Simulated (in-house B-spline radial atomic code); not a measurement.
**Ionising I⁴⁵⁺ with different functionals**

Computed with an all-electron radial atomic-structure program (B-spline basis): four-component Dirac-Coulomb Hamiltonian, Fermi nucleus of rms radius 4.75 fm, spin-restricted, spherical fractional occupations for the functionals. The ionisation energy is the difference of two self-consistent energies, [He] 2s2 2p4 → [He] 2s2 2p3, without Breit or QED terms; ε is the level of the shell that loses the electron (mean over j). The electron is taken from both j subshells in proportion to 2j + 1, so the result is a j average, not the step between ground levels.

```json
{"method": "LDA exchange-only", "rung": "LDA", "ΔSCF (eV)": "?", "-ε(2p) (eV)": "?"}
{"method": "RPBE", "rung": "GGA", "ΔSCF (eV)": "?", "-ε(2p) (eV)": "?"}
{"method": "AM05", "rung": "GGA", "ΔSCF (eV)": "7922.1", "-ε(2p) (eV)": "7803.9"}
{"method": "BP86", "rung": "GGA", "ΔSCF (eV)": "7927.9", "-ε(2p) (eV)": "7809.6"}
```

Problem. What does RPBE give?

Solution. ΔSCF 7926.2 eV, and -ε(2p) = 7808.0 eV.

Problem. What does LDA exchange-only give?

Solution. ΔSCF 7918.9 eV, and -ε(2p) = 7800.6 eV.

Problem. How do they compare with the NIST value?

Solution. NIST lists 7811 eV ± 4 (tabulated theory, ground level to ground level). Errors run from +107.9 to +116.9 eV. The correlated functionals all miss on the same side by more than they spread, so the cause is common to them (Breit-QED terms, spin polarisation, the choice among j levels, multiplet and fine-structure energies, or a listed next ion that isn't the cheapest removal here) and closeness doesn't rank the functionals.
